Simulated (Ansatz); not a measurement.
`[OH][In]([SH])[SH]` → `[SH][In][SH]`• + `[OH]`•  (homolysis of the In–O bond)

Calculated with Ansatz (gas phase, PBE0-D4/def2-TZVP geometries, no zero-point term in ΔE). CCSD(T)/CBS is the MP2 limit (def2-TZVPP, def2-QZVPP) plus CCSD(T) − MP2 in def2-TZVPP, frozen cores. This one scheme is used for every species. Functionals use def2-TZVPP. Open shells (•) are unrestricted, without spin–orbit coupling. Elements past krypton have def2 core potentials. For In outer-core shells are correlated without core-valence functions, which leaves a few kJ/mol of doubt a bond. Each species was taken in one conformer, which may not be the lowest.

`[OH][In]([SH])[SH]`:

Cartesian coordinates in Å:
```
O 0.488 -1.919 -0.017
In 0.062 0.011 0.034
S -1.997 0.600 -0.969
S 1.576 1.531 1.052
H 1.328 -2.137 0.395
H -2.255 -0.681 -1.289
H 0.798 2.595 0.793
```

`[SH][In][SH]`•:

```xyz
5

S     1.618    0.273   -0.697
In   -0.471   -0.918   -0.339
S    -2.044    0.134    1.184
H     2.099   -0.651   -1.545
H    -1.202    1.162    1.397
```

`[OH]`•:

```xyz
2

O     0.448    0.178    0.063
H    -0.448   -0.178   -0.063
```

```
             species  r2SCAN-D4 energy (Eh)
`[OH][In]([SH])[SH]`            -1063.68273
     `[SH][In][SH]`•             -987.81859
             `[OH]`•              -75.73060
```

(1) Work out ΔE.

Largest T1 diagnostic among the species: 0.018.

Results:

(1) ΔE = (-987.81859) + (-75.73060) − (-1063.68273) = 0.13354 Eh = +3.63 eV. CCSD(T)/CBS gives +3.98 eV.

In def2-TZVPP, CCSD(T) changes the Hartree–Fock value by +1.47 eV (the triples alone add +0.13 eV) and MP2 by +1.81 eV; breaking electron pairs costs correlation energy, which Hartree–Fock lacks. The D4 term adds +0.05 eV with B3LYP and +0.03 eV with PBE0; it sums over pairs of atoms, weighted by their polarisabilities, and B3LYP, whose exchange is more repulsive, gets the larger term.

B3LYP here is the variant with VWN-RPA as its local correlation; programs differ in this.
